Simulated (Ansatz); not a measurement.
Isolated molecules relaxed with PBE0-D4/def2-TZVP in Ansatz; ΔE leaves out vibrations. CCSD(T)/CBS is the MP2 limit (def2-TZVPP, def2-QZVPP) plus CCSD(T) − MP2 in def2-TZVPP, frozen cores. DFT in def2-TZVPP. B3LYP here is the variant with VWN-RPA as its local correlation; programs differ in this. One conformer a species, not always the lowest.

Consider the redistribution: `B[Si](C)(N)O` + `N[Si@H](F)O[Si@@H](N)O` → `B[Si](C)(N)F` + `N[Si@H](O)O[Si@@H](N)O`.

`B[Si](C)(N)O`:

```xyz
13

B    -1.653    0.160   -1.191
Si   -0.127    0.252    0.104
C     1.556   -0.286   -0.508
N    -0.539   -0.865    1.344
O    -0.068    1.845    0.566
H    -2.761    0.435   -0.827
H    -1.545   -0.226   -2.319
H     1.523   -1.303   -0.906
H     1.907    0.376   -1.303
H     2.300   -0.265    0.295
H     0.140   -1.431    1.824
H    -1.416   -0.826    1.835
H     0.684    2.133    1.086
```

`N[Si@H](F)O[Si@@H](N)O`:

Z-matrix (Å, degrees):
```
Si
O 1 1.634
O 1 1.638 2 112.9
N 1 1.705 2 109.8 3 118.2
H 1 1.476 2 103.6 3 -115.5
H 2 0.959 1 116.5 3 -72.5
Si 3 1.617 1 144.0 2 116.3
H 4 1.008 1 120.1 2 -155.7
H 4 1.007 1 121.2 2 55.6
N 7 1.687 3 107.9 1 155.8
F 7 1.607 3 106.4 1 33.5
H 7 1.475 3 113.8 1 -81.3
H 10 1.005 7 122.3 3 170.0
H 10 1.006 7 121.7 3 -32.1
```

`B[Si](C)(N)F`:

```xyz
12

B    -1.539   -1.183   -0.379
Si    0.047    0.049   -0.421
C     1.501   -0.343    0.669
N    -0.555    1.579    0.039
F     0.606    0.011   -1.939
H    -2.532   -0.891   -0.984
H    -1.578   -2.198    0.253
H     1.196   -0.425    1.715
H     1.959   -1.289    0.373
H     2.268    0.434    0.595
H    -1.400    1.957   -0.355
H     0.029    2.299    0.432
```

`N[Si@H](O)O[Si@@H](N)O`:

```xyz
15

N    -1.523   -1.428   -1.836
Si   -0.158   -0.614   -1.223
O    -0.027    0.877   -1.911
O    -0.400   -0.527    0.385
Si    0.109    0.340    1.675
N     1.130    1.553    1.051
O     0.915   -0.563    2.776
H    -1.563   -1.753   -2.787
H    -2.066   -2.008   -1.218
H     1.153   -1.236   -1.506
H    -0.865    1.305   -2.103
H    -1.091    0.783    2.415
H     1.595    2.220    1.643
H     0.995    1.898    0.113
H     1.796   -0.846    2.525
```

```json
{"level": "PBE-D4", "ΔE (kJ/mol)": "-7.3", "difference from CCSD(T)/CBS": "-1.2"}
{"level": "r2SCAN-D4", "ΔE (kJ/mol)": "-7.1", "difference from CCSD(T)/CBS": "-1.0"}
{"level": "PBE0-D4", "ΔE (kJ/mol)": "-7.1", "difference from CCSD(T)/CBS": "-1.0"}
{"level": "B3LYP-D4", "ΔE (kJ/mol)": "-6.4", "difference from CCSD(T)/CBS": "-0.3"}
{"level": "ωB97X-V", "ΔE (kJ/mol)": "-7.3", "difference from CCSD(T)/CBS": "-1.2"}
{"level": "ωB97M-V", "ΔE (kJ/mol)": "-7.2", "difference from CCSD(T)/CBS": "-1.1"}
{"level": "B2PLYP", "ΔE (kJ/mol)": "-6.1", "difference from CCSD(T)/CBS": "0.0"}
{"level": "PBE", "ΔE (kJ/mol)": "-7.0", "difference from CCSD(T)/CBS": "-0.9"}
{"level": "r2SCAN", "ΔE (kJ/mol)": "-7.0", "difference from CCSD(T)/CBS": "-0.9"}
{"level": "PBE0", "ΔE (kJ/mol)": "-6.7", "difference from CCSD(T)/CBS": "-0.6"}
{"level": "B3LYP", "ΔE (kJ/mol)": "-5.8", "difference from CCSD(T)/CBS": "0.3"}
{"level": "HF/def2-TZVPP", "ΔE (kJ/mol)": "-4.5", "difference from CCSD(T)/CBS": "1.6"}
{"level": "MP2/def2-TZVPP", "ΔE (kJ/mol)": "-6.2", "difference from CCSD(T)/CBS": "-0.1"}
{"level": "SCS-MP2/def2-TZVPP", "ΔE (kJ/mol)": "-6.0", "difference from CCSD(T)/CBS": "0.1"}
{"level": "CCSD/def2-TZVPP", "ΔE (kJ/mol)": "-6.3", "difference from CCSD(T)/CBS": "-0.2"}
{"level": "CCSD(T)/def2-TZVPP", "ΔE (kJ/mol)": "-6.7", "difference from CCSD(T)/CBS": "-0.6"}
{"level": "HF/def2-QZVPP", "ΔE (kJ/mol)": "-4.1", "difference from CCSD(T)/CBS": "2.0"}
{"level": "MP2/def2-QZVPP", "ΔE (kJ/mol)": "-5.7", "difference from CCSD(T)/CBS": "0.4"}
{"level": "SCS-MP2/def2-QZVPP", "ΔE (kJ/mol)": "-5.5", "difference from CCSD(T)/CBS": "0.6"}
{"level": "HF/CBS(def2)", "ΔE (kJ/mol)": "-4.0", "difference from CCSD(T)/CBS": "2.1"}
{"level": "MP2/CBS(def2)", "ΔE (kJ/mol)": "-5.6", "difference from CCSD(T)/CBS": "0.5"}
{"level": "CCSD/CBS(def2)", "ΔE (kJ/mol)": "-5.6", "difference from CCSD(T)/CBS": "0.5"}
{"level": "CCSD(T)/CBS", "ΔE (kJ/mol)": "-6.1", "difference from CCSD(T)/CBS": "0"}
```

Largest T1 diagnostic among the species: 0.011.
